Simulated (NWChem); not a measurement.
1,1-difluoroethane (C$_{2}$H$_{4}$F$_{2}$); SMILES CC(F)F

```xyz
8

C     -0.1161    -1.3622     0.0000
C      0.3519     0.0633     0.0000
F     -0.1198     0.7099    -1.0922
F     -0.1198     0.7099     1.0922
H     -1.2153    -1.3805     0.0000
H      0.2518    -1.8830    -0.8945
H      0.2518    -1.8830     0.8945
H      1.4529     0.1623     0.0000
```
Atoms are numbered in this order, from 1.

Computed with NWChem. Medium grid unless said otherwise, to which SCAN and Minnesota functionals are sensitive. All runs use the structure optimised with PBE0/def2-SVP.

Task: Order these by “orbital gap (eV)”, lowest first: Hartree-Fock/def2-TZVPD; BLYP/def2-TZVPD; PBE0/def2-TZVPD; CAM-B3LYP/def2-TZVPD; r2SCAN/def2-TZVPD.

Result: BLYP/def2-TZVPD (7.63), r2SCAN/def2-TZVPD (8.91), PBE0/def2-TZVPD (10.04), CAM-B3LYP/def2-TZVPD (12.08), Hartree-Fock/def2-TZVPD (15.85)
